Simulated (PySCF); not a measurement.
# Converging LiSn in the basis (CCSD)

PySCF, UHF reference; quartet, unpaired electrons σ ↑, π ↑↑; De to Li + Sn without counterpoise correction. Frozen cores follow the default of each basis and core potential.

```json
{"basis": "def2-SVP", "relativity": "scalar-relativistic core potentials", "functions": "35", "Re (Å)": "2.610", "ωe (cm⁻¹)": "368", "De (eV)": "1.35", "frozen orbitals": "4"}
{"basis": "def2-SVPD", "relativity": "scalar-relativistic core potentials", "functions": "44", "Re (Å)": "2.627", "ωe (cm⁻¹)": "358", "De (eV)": "1.40", "frozen orbitals": "4"}
{"basis": "aug-cc-pVDZ/aug-cc-pVDZ-PP", "relativity": "scalar-relativistic core potentials", "functions": "55", "Re (Å)": "2.608", "ωe (cm⁻¹)": "357", "De (eV)": "1.47", "frozen orbitals": "4"}
```

(1) How does each smaller set differ from the one with most functions, aug-cc-pVDZ/aug-cc-pVDZ-PP?

Correlated steps freeze 4 core orbitals. Correlated levels converge slowly with the basis: in double zeta they bind strong bonds too weakly, by up to about 1 eV, and carry superposition errors of some tenths. Spin–orbit coupling is left out, which matters for elements this heavy, above all for dissociation energies. The state is the lowest determinant that a PBE0 search found; another state may lie lower at other levels.

Answers

(1) def2-SVP: +0.2 pm, +3.1 % in ωe, -0.12 eV in De; def2-SVPD: +1.9 pm, +0.3 % in ωe, -0.07 eV in De. All at CCSD; the set with most functions is neither the basis-set limit nor always the best.
